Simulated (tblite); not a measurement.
Compound: C₄H₇ClO₂S.
Structure used (GFN2-xTB), in Å, numbered top down from 1:
```
atom  x, y, z in Å
O1     1.3067   -0.9194    1.4892
S2     1.6899   -0.4777    0.1887
O3     2.4128   -1.3751   -0.6531
Cl4    2.8762    1.1585    0.4599
C5     0.2962    0.2457   -0.7014
C6    -0.4876    1.1267    0.2560
C7    -1.4417   -0.0519    0.5175
C8    -0.8137   -0.7991   -0.6718
H9     0.6883    0.6253   -1.6381
H10    0.0831    1.4809    1.1119
H11   -0.9635    1.9743   -0.2337
H12   -1.2464   -0.5420    1.4672
H13   -2.5025    0.1685    0.4306
H14   -0.4707   -1.8135   -0.4769
H15   -1.4314   -0.7933   -1.5680
```

Level: GFN2-xTB in tblite, geometry and Hessian alike; calculated harmonic values, unscaled, isolated species. Errors from tens to a few hundred cm⁻¹ against measured bands are possible. One conformer, not necessarily the lowest.

Harmonic wavenumbers (cm⁻¹): 50.2, 117.4, 129.9, 207.9, 252.2, 269.2, 326.1, 352.5, 462.1, 523.8, 663.0, 734.3, 801.5, 836.4, 975.0, 994.6, 1002.3, 1030.8, 1065.9, 1104.7, 1127.4, 1156.8, 1169.4, 1198.9, 1207.9, 1240.7, 1260.4, 1261.3, 1286.8, 1451.1, 1452.0, 1473.6, 3006.8, 3011.2, 3017.1, 3021.8, 3025.3, 3032.7, 3047.9.

A = 2566, B = 1227, C = 1053 MHz; mass 153.986 u (most abundant isotopes); point group C1, symmetry number 1.

Q: What is the zero-point energy?

A: ½Σν̃ = 24174 cm⁻¹ = 69.12 kcal/mol.

Q: Entropy at 298.15 K, 1 bar (ideal gas, RRHO, classical rotation)?

A: Translation 41.03, rotation 28.96, vibration 21.99: S = 92.0 cal/(mol K).

Q: And Cp and H(298.15 K) − H(0)?

A: Cp = 31.88 cal/(mol K), of which vibrations give 23.94 (their classical limit is 39 R = 77.5); H(298.15 K) − H(0) = 5.92 kcal/mol without the zero-point energy, 3.55 from vibrations.

Q: What must be added to the electronic energy to get the Gibbs energy at 298.15 K and 1 bar?

A: ZPE + [H(298.15 K) − H(0)] − T·S = 69.12 + 5.92 − 27.43 = 47.61 kcal/mol.

Q: How do the functions run with temperature in this model?

A: 
| T (K) | S (cal/(mol K)) | Cp (cal/(mol K)) | H − H(0) (kcal/mol) | G − H(0) (kcal/mol) | ln q(vib) |
| --- | --- | --- | --- | --- | --- |
| 100 | 67.2 | 16.2 | 1.16 | -5.57 | 1.15 |
| 200 | 81.0 | 24.0 | 3.18 | -13.01 | 3.11 |
| 300 | 92.2 | 32.0 | 5.98 | -21.68 | 5.12 |
| 500 | 112.2 | 47.0 | 13.95 | -42.16 | 9.14 |
| 800 | 137.6 | 60.7 | 30.31 | -79.77 | 15.01 |
| 1000 | 151.8 | 66.3 | 43.04 | -108.74 | 18.66 |

q(vib) and H(0) count from the zero-point level.

Q: Which modes carry the vibrational entropy at 298.15 K?

A: 50.2 cm⁻¹: 4.81; 117.4 cm⁻¹: 3.14; 129.9 cm⁻¹: 2.95; 207.9 cm⁻¹: 2.06; 252.2 cm⁻¹: 1.72; 269.2 cm⁻¹: 1.60 cal/(mol K); the other 33 give 5.71 together.

Hindered rotation and anharmonicity are outside this model. Other conformers, if any are populated, would add a mixing term that is left out. The structure is chiral; the term R ln 2 for an equal mix with its mirror image is left out.

On one thread of an Arm Neoverse N1, shared host, this took 0.89 s. The figure is for the frequency step alone.
